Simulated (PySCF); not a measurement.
**Mayer bond orders and bond lengths**

Species: C5H7F3N2.
Atom-mapped SMILES: `[CH3:1][C:2]([CH3:3])=[N:4]/[N:5]=[CH:6]/[C:7]([F:8])([F:9])[F:10]` (hydrogens: H11, H12, H13 on C1; H14, H15, H16 on C3; H17 on C6)

Geometry (PBE0-D3(BJ)/def2-SVP, Å), atoms numbered from 1 in this order:
```xyz
17
C5H7F3N2 angstrom
C     -1.454   -0.984   -0.644
C     -1.267    0.131    0.338
C     -2.470    0.828    0.882
N     -0.114    0.532    0.726
N      0.973   -0.129    0.317
C      1.827    0.471   -0.402
C      3.094   -0.234   -0.787
F      3.244   -0.207   -2.118
F      3.122   -1.496   -0.390
F      4.155    0.391   -0.263
H     -0.643   -1.720   -0.533
H     -2.430   -1.471   -0.517
H     -1.406   -0.603   -1.678
H     -3.079    1.247    0.064
H     -2.169    1.636    1.560
H     -3.113    0.115    1.425
H      1.714    1.504   -0.764
```

Bond orders from the PBE0/pcSseg-1 density (PySCF). Isolated species at its PBE0-D3(BJ)/def2-SVP geometry (one conformer only).

Task: How far do the computed orders between heavy atoms stray from the drawn ones?

Result: The largest departure is 0.205, at N5–C6 (drawn double, 1.795).

Task: Give the Mayer order of every bond between heavy atoms, beside its length.

Result: 
| bond | drawn as | length (Å) | Mayer order |
| --- | --- | --- | --- |
| C1–C2 | single | 1.498 | 1.029 |
| C2–C3 | single | 1.493 | 1.048 |
| C2–N4 | double | 1.281 | 1.829 |
| N4–N5 | single | 1.336 | 1.052 |
| N5–C6 | double | 1.268 | 1.795 |
| C6–C7 | single | 1.500 | 0.983 |
| C7–F8 | single | 1.340 | 0.988 |
| C7–F9 | single | 1.323 | 1.043 |
| C7–F10 | single | 1.338 | 0.999 |

Bonds between the same two heavy elements. C–C: lowest C6–C7 (0.983, 1.500 Å), highest C2–C3 (1.048, 1.493 Å). C–N: lowest N5–C6 (1.795, 1.268 Å), highest C2–N4 (1.829, 1.281 Å); in 1 of the 1 pairs the longer bond (by over 0.003 Å) has the higher order (by 0.02 or more). C–F: lowest C7–F8 (0.988, 1.340 Å), highest C7–F9 (1.043, 1.323 Å).

Task: And the bonds to hydrogen?

Result: C–H: 0.93 to 0.96 (7 bonds).

Task: Sum the orders of all bonds at each heavy atom with more than one neighbour and set the sums beside the valence in the SMILES.

Result: C1 3.853 (drawn 4), C2 3.906 (drawn 4), C3 3.895 (drawn 4), N4 2.881 (drawn 3), N5 2.847 (drawn 3), C6 3.708 (drawn 4), C7 4.013 (drawn 4). Orders between atoms that aren't bonded are not in these sums.

The Mayer order sums products of elements of PS (density times overlap matrix) between the two atoms' basis functions, so it depends on the basis set.
